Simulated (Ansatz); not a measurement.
Program: Ansatz. Geometries: PBE0-D4/def2-TZVP. ΔE: electronic, gas phase. CBS: MP2 limit from def2 TZ/QZ plus the TZ coupled-cluster correction, frozen cores. Functionals use def2-TZVPP. One conformer a species, not always the lowest.

Consider the redistribution: `OB(O)S` + `[SiH3][SiH2][SiH]1[CH2][AlH]1` → `OB(S)[SiH2][SiH3]` + `O[SiH]1[CH2][AlH]1`.

```tsv
level	ΔE (kJ/mol)
r2SCAN-D4	70.5
ωB97M-V	67.4
MP2/def2-TZVPP	68.7
SCS-MP2/def2-TZVPP	66.4
CCSD/def2-TZVPP	70.7
MP2/def2-QZVPP	66.9
HF/CBS(def2)	71.4
CCSD/CBS(def2)	68.5
```

(1) What does CCSD(T)/CBS give? (Estimate.)

Largest T1 diagnostic among the species: 0.014.

Answers

(1) The calculation gave: +68.0 kJ/mol. The listed levels differ from it by 2.5, -0.6, 0.7, -1.6, 2.7, -1.1, 3.4, 0.5 kJ/mol.

From PBE to PBE0 (25 % exact exchange), in def2-TZVPP and without D4, ΔE moves by +4.7 kJ/mol.
